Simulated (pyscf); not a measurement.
**H₂N–Ga(OH)–OH, singlet**

Gas-phase minimum from PySCF at ωB97X-D3(BJ)/def2-SVP, one conformer. 

```xyz
8

N     -1.4904    -1.8580    -0.5301
Ga    -0.0179    -0.8208    -0.5702
O      1.6447    -1.4369    -0.7722
O     -0.1962     0.9418    -0.4116
H     -1.4913    -2.8682    -0.5785
H     -2.4168    -1.4761    -0.3865
H      1.7235    -2.3918    -0.8609
H      0.6436     1.4120    -0.4505
```

Bonds (Å): N1–Ga2 1.802, N1–H5 1.011, N1–H6 1.012, Ga2–O3 1.785, Ga2–O4 1.779, O3–H7 0.962, O4–H8 0.963. Angles (°): Ga2–N1–H5 125.1, Ga2–N1–H6 122.3, H5–N1–H6 112.5, N1–Ga2–O3 124.4, N1–Ga2–O4 119.1, O3–Ga2–O4 116.5, Ga2–O3–H7 115.4, Ga2–O4–H8 113.1.

Properties at ωB97X-D3(BJ)/def2-SVP:

| Quantity | Result |
|---|---|
| Harmonic wavenumbers, unscaled | 53, 171, 190, 212, 255, 321, 354, 682, 712, 741, 761, 808, 838, 1528, 3646, 3752, 3922, 3932 cm⁻¹ |
| Zero-point energy | 32.7 kcal/mol |
| Rotational symmetry number | 1 |
| Entropy of this conformer at 298 K and 1 atm, rigid rotor and harmonic oscillator, modes under 100 cm⁻¹ raised to 100 | 341.4 J/(mol K) |
| Dipole moment | 2.22 D |

Single-point totals, which compare only within one level (frozen core for MP2 and CC):

| level | total energy (hartree) |
|---|---|
| ωB97X-D3(BJ)/def2-TZVP | -2132.64178 |
| PBE/def2-TZVP | -2132.11945 |
| r²SCAN/def2-TZVP | -2132.52477 |
| B3LYP-D3(BJ)/def2-TZVP | -2132.69731 |
| PBE0-D3(BJ)/def2-TZVP | -2132.16266 |
| M06-2X/def2-TZVP | -2132.56007 |
| ωB97M-D3(BJ)/def2-TZVP | -2132.71128 |
| HF/def2-TZVPP | -2129.93668 |
| MP2/def2-TZVPP | -2130.86668 |
| CCSD/def2-TZVPP | -2130.86825 |
| CCSD(T)/def2-TZVPP | -2130.90351 |

Soft torsions are taken as harmonic, which can shift the entropy by several J/(mol K). The CCSD(T) − MP2 part came from Ansatz, without density fitting, on the same reference. The frozen core leaves the outer d or s,p core shells of the metals and heavy elements correlated in the MP2 and CC values, and def2-TZVPP describes them poorly, so these totals are far from the basis limit. Elements up to Kr have no core potential and no relativistic terms here.
